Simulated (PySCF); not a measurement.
## Cl4H6P2Ti: core ionisation energies

cis-Ti(PH3)2Cl4 (singlet state).
Z-matrix (Å and degrees, PBE0-D3(BJ)/def2-SVP geometry), rows numbered from 1:
```
Ti
P   1  2.6286
H   2  1.4207  1  121.19
H   2  1.4161  1  116.59  3  -120.02
H   2  1.4171  1  117.48  3   120.85
Cl  1  2.2043  2  168.55  3    -1.57
P   1  2.6269  2   85.43  3    -2.54
H   7  1.4170  1  117.66  2   118.54
H   7  1.4207  1  120.86  2    -2.22
H   7  1.4165  1  116.79  2  -122.03
Cl  1  2.2039  2   82.85  3   177.44
Cl  1  2.2785  2   79.97  3   -82.29
Cl  1  2.2803  2   79.06  3    77.93
```

Level of theory: delta-SCF UKS SCAN, pcX-2 on the ionised atom (unc-x2c-TZVPall on a metal), pcseg-1 elsewhere, spin-free X2C (PySCF). Binding energies are ΔSCF values: E(core-ionised, relaxed orbitals) − E(ground state) at a fixed geometry, referred to the vacuum level.

Q: What binding energy does each computed site have?

A: 
```json
{"atom(s)": "P2/P7", "bonded to": "3 H and Ti", "level": "P 2p3/2", "binding energy (eV)": "137.77", "2p1/2 (eV)": "138.67", "above the level's lowest (eV)": "0.00", "count": "2"}
{"atom(s)": "Cl12/Cl13", "bonded to": "Ti", "level": "Cl 2p3/2", "binding energy (eV)": "204.57", "2p1/2 (eV)": "206.22", "above the level's lowest (eV)": "0.00", "count": "2"}
{"atom(s)": "Cl6/Cl11", "bonded to": "Ti", "level": "Cl 2p3/2", "binding energy (eV)": "204.84", "2p1/2 (eV)": "206.50", "above the level's lowest (eV)": "+0.27", "count": "2"}
{"atom(s)": "P2/P7", "bonded to": "3 H and Ti", "level": "P 1s", "binding energy (eV)": "2151.37", "2p1/2 (eV)": "–", "above the level's lowest (eV)": "0.00", "count": "2"}
{"atom(s)": "Cl12/Cl13", "bonded to": "Ti", "level": "Cl 1s", "binding energy (eV)": "2827.15", "2p1/2 (eV)": "–", "above the level's lowest (eV)": "0.00", "count": "2"}
{"atom(s)": "Cl6/Cl11", "bonded to": "Ti", "level": "Cl 1s", "binding energy (eV)": "2827.42", "2p1/2 (eV)": "–", "above the level's lowest (eV)": "+0.27", "count": "2"}
```

Lowest listed Cl 1s: Cl12/Cl13, bonded to Ti. Highest, 0.27 eV above it: Cl6/Cl11, bonded to Ti.

The listed Cl 2p3/2 values span 0.27 eV, from Cl12/Cl13 (bonded to Ti) to Cl6/Cl11 (bonded to Ti).

Q: Express the binding energy of Cl 2p3/2 of Cl12/Cl13 in atomic units and per mole.

A: 204.57 eV = 7.5178 Eh = 19738 kJ/mol.

The first atom of each set that the bonding makes equivalent was ionised and stands for the set. Not every level is listed. The 2p values aren't plain energy differences: one relaxed spin-free 2p hole is combined with a matrix within the shell (ground-state 2p orbital-energy differences and spin–orbit coupling). 2p3/2, the mean of its two sublevels, lies a third of the splitting below the shell's mean and 2p1/2 two thirds above it; the statistical areas are 2:1. 2p1/2 minus 2p3/2 (ligand field included): P 0.89 eV, Cl 1.65 eV. No level of titanium is listed. Isolated species at its PBE0-D3(BJ)/def2-SVP geometry, gas phase. Metal 2p energies of this one-determinant scheme are less reliable than its 1s energies.

On one thread, Arm Neoverse V1 (aarch64), shared host with 32 logical CPUs at a one-minute load of 18, this took 3.1 min wall and 0.84 GiB of memory at its peak.
